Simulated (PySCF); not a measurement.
## Correlation energy of Al (aluminium, neutral)

[Ne] 3s1 3p1 4s1, high-spin 4P determinant (an excited configuration). Computed with PySCF 2.14 in aug-cc-pV(Q+d)Z, with no relativity, point nucleus. Frozen: [Ne]; 3 electrons correlated.

| level | correlation energy (mhartree) |
| --- | --- |
| CCSD | -11.01 |
| (T) | -0.14 |
| CCSD(T) | -11.15 |

Diagnostics: T1 = 0.019, D1 = 0.0451, largest double amplitude 0.043.

Problem. Is a single reference adequate?

Solution. Yes: T1 lies below 0.03 and no double amplitude reaches 0.07.
